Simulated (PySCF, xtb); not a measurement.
C₂H₆ClFSi₂, SMILES C=C(F)[Si@H]([SiH3])Cl.

xtb 6.7.1 with GFN2-xTB at its own geometry gives an orbital gap of 3.81 eV and a dipole moment of 0.87 D.

Coordinates come from a PBE0-D3(BJ)/def2-SVP optimisation. The structure was generated by enumeration; whether it is a known compound was not checked. The values are those of a single conformer.

Question: What does r2SCAN/def2-TZVP (PySCF) give? (Estimate from the structure and the level; the computed values follow.)

Answer: gap 5.36 eV (levels -6.83 and -1.48 eV), dipole 0.24 D.
